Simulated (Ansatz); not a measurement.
`CO[B](F)[GaH2]` + HBr → `[GaH2][Br]` + `COBF`  (cleavage of the Ga–B bond)

Computed with Ansatz on PBE0-D4/def2-TZVP structures; ΔE is electronic, products minus reactants. CBS: MP2 limit from def2 TZ/QZ plus the TZ coupled-cluster correction, frozen cores. DFT in def2-TZVPP. B3LYP here is the variant with VWN-RPA as its local correlation; programs differ in this. For Br, Ga outer-core shells are correlated without core-valence functions, which leaves a few kJ/mol of doubt a bond. Scalar relativity is left out up to krypton. Each species was taken in one conformer, which may not be the lowest.

```json
{"level": "LDA (SPW92)", "ΔE (kcal/mol)": "-34.9", "difference from CCSD(T)/CBS": "3.1"}
{"level": "r2SCAN-D4", "ΔE (kcal/mol)": "-38.7", "difference from CCSD(T)/CBS": "-0.7"}
{"level": "B97M-V", "ΔE (kcal/mol)": "-38.3", "difference from CCSD(T)/CBS": "-0.3"}
{"level": "r2SCAN0-D4", "ΔE (kcal/mol)": "-39.9", "difference from CCSD(T)/CBS": "-1.9"}
{"level": "ωB97M-V", "ΔE (kcal/mol)": "-38.3", "difference from CCSD(T)/CBS": "-0.3"}
{"level": "PBE-QIDH", "ΔE (kcal/mol)": "-39.8", "difference from CCSD(T)/CBS": "-1.8"}
{"level": "BLYP", "ΔE (kcal/mol)": "-37.4", "difference from CCSD(T)/CBS": "0.6"}
{"level": "B3LYP", "ΔE (kcal/mol)": "-38.9", "difference from CCSD(T)/CBS": "-0.9"}
{"level": "RPA@PBE/def2-TZVPP", "ΔE (kcal/mol)": "-36.1", "difference from CCSD(T)/CBS": "1.9"}
{"level": "MP2/def2-TZVPP", "ΔE (kcal/mol)": "-39.7", "difference from CCSD(T)/CBS": "-1.7"}
{"level": "CCSD(T)/CBS", "ΔE (kcal/mol)": "-38.0", "difference from CCSD(T)/CBS": "0"}
```

Question: What do rigid-rotor, harmonic-oscillator terms from PBE0-D4/def2-TZVP frequencies (298.15 K, 1 bar) make of the CCSD(T)/CBS value? (Estimate.)

Answer: Computed: ΔZPE = +2.3 kcal/mol, ΔH = -36.5 kcal/mol, ΔS = -3 J/(mol·K), ΔG = -36.4 kcal/mol. Modes under 50 cm⁻¹ make the entropy rough.

Largest T1 diagnostic among the species: 0.014.

The D4 term adds +0.9 kcal/mol with B3LYP and +0.5 kcal/mol with PBE0; it sums over pairs of atoms, weighted by their polarisabilities, and B3LYP, whose exchange is more repulsive, gets the larger term. From r2SCAN to r2SCAN0 (25 % exact exchange), in def2-TZVPP and without D4, ΔE moves by −1.2 kcal/mol. Leaving LDA and LC-ωPBE aside and taking each functional with its dispersion term where it has one, the values, not all of them listed here, spread over 5.8 kcal/mol, from BHLYP-D4 to revPBE-D4. LDA lies +1.3 kcal/mol from PBE without D4.

CCSD(T)/CBS has its own doubt, a few kJ/mol and more with outer-core shells, so smaller differences from it don't rank the levels.
